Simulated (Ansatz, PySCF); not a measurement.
Reaction (SMILES): O[SiH3] -> O[SiH2] + H atom (the H-Si bond at the site shown breaks; other sites are not compared here)
Each molecule is optimised on its own at B3LYP-D3(BJ)/def2-TZVP (Ansatz, an electronic-structure program), one conformer each, not searched for the lowest.

Wanted: bond dissociation energy (0 K, with B3LYP-D3(BJ) harmonic zero-point energies from PySCF), in kJ/mol. Valence correlation only, unless marked. Open shells are spin-unrestricted. No spin-orbit coupling. No relativistic terms. CBS marks a two-point X^-3 extrapolation of the correlation energy; Hartree-Fock from the larger set (for Q and 5 zeta extrapolated as (X+1)exp(-9√X)). The bracket is a focal-point correction in the basis named.

```tsv
level	program	bond dissociation energy (kJ/mol)	minus last row
HF/cc-pV(D+d)Z	Ansatz	301.4	-82.2
PBE0-D3(BJ)/def2-TZVP	Ansatz + dftd3	361.0	-22.6
PBE0-D3(BJ)/def2-TZVPD	Ansatz + dftd3	360.2	-23.4
CAM-B3LYP-D4/def2-TZVPD	Ansatz + dftd4	376.9	-6.7
LC-wPBE/def2-TZVPD	Ansatz	362.5	-21.1
wB97X-V/def2-TZVPD	Ansatz	380.6	-3.0
B2GP-PLYP-D4/def2-TZVPD	Ansatz + dftd4	372.9	-10.7
MP2/cc-pV(D+d)Z	Ansatz	356.3	-27.3
MP2/aug-cc-pV(T+d)Z	Ansatz	368.8	-14.8
MP2/cc-pV(Q+d)Z	Ansatz	373.7	-9.9
SCS-MP2/cc-pV(D+d)Z	Ansatz	367.0	-16.6
SCS-MP2/aug-cc-pV(Q+d)Z	Ansatz	387.7	4.1
CCSD/def2-SVPD	Ansatz	366.3	-17.3
CCSD/aug-cc-pV(T+d)Z	Ansatz	378.7	-4.9
CCSD/def2-TZVPP	Ansatz	379.4	-4.2
CCSD(T)/aug-cc-pV(D+d)Z	Ansatz	365.4	-18.2
CCSD(T)/cc-pVTZ	Ansatz	376.3	-7.3
CCSD(T)/def2-QZVPP	Ansatz	382.1	-1.5
CCSD(T) with core electrons (1s frozen past Ne)/cc-pwCVTZ	Ansatz	380.0	-3.6
RI-MP2/CBS(def2-TZVPP,def2-QZVPP)+[CCSD(T)-MP2]/def2-SVP	Ansatz	387.4	3.8
CCSD(T)/CBS(cc-pV(Q+d)Z,cc-pV(5+d)Z)	Ansatz	383.6	0.0
```
